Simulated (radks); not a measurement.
Values are calculated unless marked as measured or tabulated.
Pb30+, 52 electrons, occupied as [Kr] 4d10 4f6. Code: a radial shooting solver on a logarithmic mesh with Libxc functionals. Model: scalar-relativistic Kohn-Sham, PBE, spin-unpolarised, spherical densities, point nucleus.

Normalised radial functions P(r) = r R(r), r in bohr:

```
   r/bohr * 4p (the largest magnitude, 1.83, reaches the edge; | marks zero)
 0.001429                             *
 0.002064                             *
 0.002958                             |*
 0.004274                             |*
 0.006176                             | *
 0.008852                             |  *
  0.01279                             |    *
  0.01833                             |       *
  0.02649                             |          *
  0.03796                             |           *
  0.05485                             |      *
  0.07925                         *   |
   0.1136              *              |
   0.1641                *            |
   0.2352                             |        *
   0.3399                             |                          *
   0.4872                             |                     *
   0.7039                             |      *
    1.017                             |*
```

4p: eigenvalue -1589.8 eV, 2 radial nodes at r = 0.0701, 0.207 bohr, <r> = 0.390 bohr, 90 % of the charge inside 0.560 bohr.
